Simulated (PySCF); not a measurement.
## Solvent effects on NMR parameters

Geometry:
| atom | x (Å) | y (Å) | z (Å) |
| --- | --- | --- | --- |
| C1 | 2.463 | 0.107 | 1.121 |
| N2 | 1.096 | 0.174 | 0.678 |
| C3 | 0.600 | -0.664 | -0.266 |
| O4 | 1.260 | -1.508 | -0.837 |
| C5 | -0.866 | -0.439 | -0.648 |
| C6 | -1.024 | 0.785 | -1.546 |
| C7 | -1.807 | -0.384 | 0.536 |
| F8 | -1.643 | 0.742 | 1.263 |
| F9 | -3.080 | -0.398 | 0.137 |
| F10 | -1.627 | -1.412 | 1.363 |
| H11 | 2.954 | -0.697 | 0.559 |
| H12 | 2.997 | 1.052 | 0.928 |
| H13 | 2.528 | -0.119 | 2.197 |
| H14 | 0.465 | 0.828 | 1.124 |
| H15 | -1.147 | -1.345 | -1.204 |
| H16 | -0.351 | 0.696 | -2.410 |
| H17 | -0.777 | 1.711 | -1.009 |
| H18 | -2.055 | 0.866 | -1.917 |

GIAO PBE0/pcSseg-1 in PySCF on one PBE0-D3(BJ)/def2-SVP conformer, non-relativistic, equivalent nuclei averaged. Solvents enter as an IEF-PCM continuum (cyclohexane with ε = 2.0, tetrahydrofuran with ε = 7.4) around the gas-phase geometry. Shifts are referred to TMS, CFCl3 computed in the same medium.

Gas phase, δ in ppm: C3 167.9, C7 131.8, C5 49.9, C1 24.8, C6 14.7, F8/F9/F10 -85.1, H14 4.98, H11/H12/H13 2.94, H15 2.71, H16/H17/H18 1.32. Dipole moment 2.84 D.

Task: How does each δ change in the continuum?

Result: 
```json
{"atoms": "C3", "environment": "amide carbonyl carbon", "Δδ, cyclohexane": "+1.7", "Δδ, tetrahydrofuran": "+3.5"}
{"atoms": "C7", "environment": "CF3 carbon", "Δδ, cyclohexane": "+0.6", "Δδ, tetrahydrofuran": "+1.2"}
{"atoms": "C5", "environment": "sp3 CH α to a carbonyl", "Δδ, cyclohexane": "+0.5", "Δδ, tetrahydrofuran": "+1.1"}
{"atoms": "C1", "environment": "methyl carbon bonded to N", "Δδ, cyclohexane": "+0.4", "Δδ, tetrahydrofuran": "+0.9"}
{"atoms": "C6", "environment": "methyl carbon", "Δδ, cyclohexane": "+0.2", "Δδ, tetrahydrofuran": "+0.5"}
{"atoms": "F8/F9/F10", "environment": "fluorine of a CF3 group", "Δδ, cyclohexane": "+0.8", "Δδ, tetrahydrofuran": "+1.9"}
{"atoms": "H14", "environment": "hydrogen on an amide-type nitrogen", "Δδ, cyclohexane": "+0.26", "Δδ, tetrahydrofuran": "+0.59"}
{"atoms": "H11/H12/H13", "environment": "hydrogen on a methyl carbon bonded to N", "Δδ, cyclohexane": "+0.02", "Δδ, tetrahydrofuran": "+0.02"}
{"atoms": "H15", "environment": "hydrogen on an sp3 CH α to a carbonyl", "Δδ, cyclohexane": "+0.06", "Δδ, tetrahydrofuran": "+0.11"}
{"atoms": "H16/H17/H18", "environment": "hydrogen on a methyl carbon", "Δδ, cyclohexane": "+0.05", "Δδ, tetrahydrofuran": "+0.10"}
```

Changes are relative to the gas phase. The dipole moment becomes 3.17 D in cyclohexane, 3.58 D in tetrahydrofuran.

Task: Which nuclei move most (in ppm), and what does the model miss?

Result: C3 (amide carbonyl carbon, +3.5 ppm) in tetrahydrofuran. A continuum only polarises the solute; specific hydrogen bonds, the anisotropy of aromatic solvents and changes of geometry or conformer are outside it.
